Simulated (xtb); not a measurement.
Zr(Cl)3(OH) (Cl₃HOZr), SMILES [OH][Zr]([Cl])([Cl])[Cl], multiplicity 1. All values are semi-empirical tight-binding results from xtb (GFN2-xTB unless named), good for trends rather than for accurate numbers. Coordinates come from a GFN2-xTB optimisation. The spin state was assumed, not searched. The isomer is the one that the SMILES or the coordinates give; other isomers of the formula were not compared. Other conformers were not sampled.

For metal compounds this method's bond lengths and energies can be far off.

The point group as xtb finds it is C3v, the orbital gap comes out as 3.45 eV and the zero-point energy is 9.2 kcal/mol. The G − E(el) at 298.15 K (modified RRHO) comes out as -12.8 kcal/mol.
